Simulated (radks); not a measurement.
Coulomb parameter of the 5d shell of the osmium ion Os2+ in the model configuration [Xe] 4f14 5d4.5 6s1.5, as a second difference U = [E(n + 0.25) + E(n - 0.25) - 2 E(n)] / (0.25)^2 with all orbitals relaxed. "Bare": the charge of the atom changes with n. "Screened": the 6s shell takes up the change at fixed total charge, which measures U(5d,5d) + U(6s,6s) - 2 U(5d,6s). Calculated with a radial shooting solver on a logarithmic mesh with Libxc functionals: scalar-relativistic Kohn-Sham, r2SCAN, spin-unpolarised, spherical densities, finite nucleus; meta-GGA in the generalised Kohn-Sham scheme; Fermi nuclear charge, rms radius 5.4126 fm.

start: configuration [Xe] 4f14 5d4.5 6s1.5; E - E(n) (eV) 0.000
bare +0.25: configuration [Xe] 4f14 5d4.75 6s1.5; E - E(n) (eV) -6.280
bare -0.25: configuration [Xe] 4f14 5d4.25 6s1.5; E - E(n) (eV) 7.025
screened +0.25: configuration [Xe] 4f14 5d4.75 6s1.25; E - E(n) (eV) -0.953
screened -0.25: configuration [Xe] 4f14 5d4.25 6s1.75; E - E(n) (eV) 1.005

U(bare) = 11.929 eV, U(screened by 6s) = 0.833 eV, against the Slater integral F0(5d,5d) = 15.152 eV with frozen orbitals.
